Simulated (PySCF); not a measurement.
# Frontier orbitals and the lowest excitations

Compound: C5H9NS.
Cartesian coordinates in Å at the GFN2-xTB level; atoms count from 1:
```xyz
16
C5H9NS angstrom
C      2.2416    1.4915   -0.0392
N      1.0571    1.1153   -0.1690
C      0.7323   -0.2827   -0.2267
C     -0.2152   -0.6181    0.9062
C     -1.3637   -1.5549    0.6805
C     -1.6213   -0.0944    0.8918
S     -2.1965    0.9112   -0.4898
H      3.1008    0.8143    0.0267
H      2.4451    2.5512    0.0048
H      0.2254   -0.4509   -1.1817
H      1.6249   -0.9282   -0.1758
H      0.2694   -0.6412    1.8760
H     -1.5028   -1.9433   -0.3172
H     -1.6398   -2.2459    1.4627
H     -2.0647    0.2210    1.8269
H     -1.1003    1.6640   -0.5526
```

Computed with PySCF, TDDFT PBE0/def2-SVPD, vertical, gas phase, core orbitals frozen in the response.

Frontier orbitals with the atoms that hold most of them (Löwdin shares over 4%, at most four atoms; ? is withheld):

```
orbital  ε (eV)                           atoms
 LUMO+2    0.92   S7 53%, C6 10%, H15 9%, C5 6%
 LUMO+1    0.70   C1 19%, S7 19%, H12 9%, C4 8%
   LUMO   -0.59                               ?
   HOMO   -6.52   S7 71%, C6 10%, H16 6%, C5 5%
 HOMO-1   -7.39                               ?
 HOMO-2   -8.41  C4 20%, C6 20%, S7 18%, N2 14%
 HOMO-3   -8.83  C5 22%, N2 14%, C4 14%, C6 14%
```

(1) Give the leading atoms of the LUMO.

(2) Give the leading atoms of the HOMO-1.

(3) How does S1 compare with the orbital gap of 5.93 eV?

(4) One configuration dominates each of S1, S2 and S6. Which, and how do the shares of the two leading atoms of either orbital change from the occupied to the empty one?

## Answers

(1) C1 (bonded to N and 2 H) 38%; N2 (bonded to 2 C) 36%; H8 (bonded to C) 8%; H9 (bonded to C) 7%. By element: carbon 38% or more, nitrogen 36%, hydrogen 16% or more.

(2) N2 (bonded to 2 C) 46%; C1 (bonded to N and 2 H) 10%; S7 (bonded to C and H) 10%; C3 (bonded to C, N and 2 H) 9%. By element: nitrogen 46%, carbon 19% or more, sulfur 10%.

(3) S1 is at 4.86 eV (f = 0.0011), 1.07 eV below the gap, made of HOMO-1→LUMO (84%), HOMO→LUMO (11%). Its leading pair isn't HOMO and LUMO; the energies of that pair differ by 6.80 eV. 

(4) 
- S1 (4.86 eV, f 0.0011), HOMO-1→LUMO (84%): N2 46% → 36%, C1 10% → 38%
- S2 (5.01 eV, f 0.0004), HOMO→LUMO (88%): S7 71% → at most 8%, C6 10% → at most 8%, C1 at most 6% → 38%, N2 at most 6% → 36%
- S6 (6.69 eV, f 0.021), HOMO-2→LUMO (90%): C4 20% → at most 8%, C6 20% → at most 8%, C1 at most 14% → 38%, N2 14% → 36%

One conformer stands for the species.
